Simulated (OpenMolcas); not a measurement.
# 2s2 2p2 along the 6-electron sequence

```
Program             : OpenMolcas
Method              : SS-CASPT2, IPEA 0.25 Eh, imaginary shift 0.1 Eh
Basis               : ANO-R3
Scalar Hamiltonian  : X2C, finite nucleus
Spin-orbit coupling : state interaction with AMFI integrals over the reference wave functions, term energies averaged over their components
```

Active space for each ion: 2 electrons in 3 orbitals (2p); closed shells correlated by CASPT2: 1s 2s.

Computed levels in cm-1 above 3P0:

```
                               Level     N+    O2+    F3+   Ne4+
                                 3P1   47.2    110    221    402
                                 3P2    140    326    648   1162
                                 1D2  15510  20640  25790  31050
                                 1S0  35180  46670  57940  69170
weight of 3P in the lowest level (%)    100    100    100    100
```

Measured, with the error of the calculation in %. Measured levels: N+ from NIST Handbook of Basic Atomic Spectroscopic Data; O2+ from Moore, Selected Tables of Atomic Spectra, NSRDS-NBS 3, section 11; F3+ from Moore, Atomic Energy Levels, vol. I, NSRDS-NBS 35 (1971 reprint of NBS Circular 467, 1949); Ne4+ from NIST levels in Podobedova, Fuhr, Reader and Wiese, J. Phys. Chem. Ref. Data 33, 525 (2004).

```tsv
Level	N+	O2+	F3+	Ne4+
3P1	48.7 (-2.9)	113 (-2.5)	225 (-1.7)	412 (-2.6)
3P2	131 (+7.4)		613 (+5.6)	1110 (+4.7)
1D2	15316 (+1.3)	20273 (+1.8)	25241 (+2.2)	30292 (+2.5)
1S0	32689 (+7.6)	43186 (+8.1)	53544 (+8.2)	63914 (+8.2)
```

The fine-structure level 3P2 changes by a factor of 8.3 from N+ to Ne4+. Its fourth root runs 3.44, 4.25, 5.05, 5.84, with steps per unit of Z of 0.81, 0.80, 0.79; equal steps would mean a (Z - σ)^4 law with constant σ.

1D2 changes by a factor of 2 over the same range, with steps per unit of Z of +5130, +5150, +5260 cm-1.

Term energies are means over components that CASPT2 splits; among the terms shown or strongly mixed into the levels shown the widest spread is 97 cm-1 (2s2 2p2 1D, N+). With the s shell closed, the reference lacks s² → p² mixing. Computed and measured levels are paired by configuration, term and J; levels that our copy of the source lacks, or whose pairing is in doubt (as where it misses far off the trend of its configuration), stay unpaired and out of the deviations. Only configurations of the active space appear.
